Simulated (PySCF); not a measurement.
Si(F)2(Br)(NH2) (BrF2H2NSi), SMILES F[Si](F)(N)Br. Geometry optimised at PBE-D3(BJ)/def2-SVP. This is a generated structure with no PubChem entry under its InChIKey; it may be hypothetical. Other conformers were not sampled.

Computed equilibrium geometry at PBE-D3(BJ)/def2-SVP (PySCF confirms it by a frequency run) as Cartesian coordinates in Å, and its point group (one conformer of several):
point group Cs.
```xyz
7

N      1.4287    -1.6807     0.0000
Si    -0.0438    -0.8212     0.0000
F     -0.8805    -1.2384     1.3229
F     -0.8805    -1.2384    -1.3229
Br     0.0700     1.3977     0.0000
H      2.0054    -1.6822     0.8445
H      2.0054    -1.6822    -0.8445
```
Charge 0, spin multiplicity 1.
